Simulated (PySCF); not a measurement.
Input for PySCF:
```python
from pyscf import gto, scf, mp

mol = gto.Mole()
mol.atom = '''
    F     0.00000000    0.00000000    0.00000000
'''
mol.basis = '6-311g**'
mol.spin = 1
mol.verbose = 4
mol.build()

mf = scf.UHF(mol)
mf.kernel()

pt = mp.MP2(mf)
pt.kernel()
print('E(MP2) = %.10f' % pt.e_tot)
```

**Question.** What is the computed total energy (MP2/6-311G** run with PySCF)?

**Answer.** -99.5726 Eh

**Question.** Predict the MP2 correlation energy from MP2/6-311G**.

**Answer.** -0.1757 Eh

These values belong to the state on which the SCF converged, which isn't shown to be the lowest.
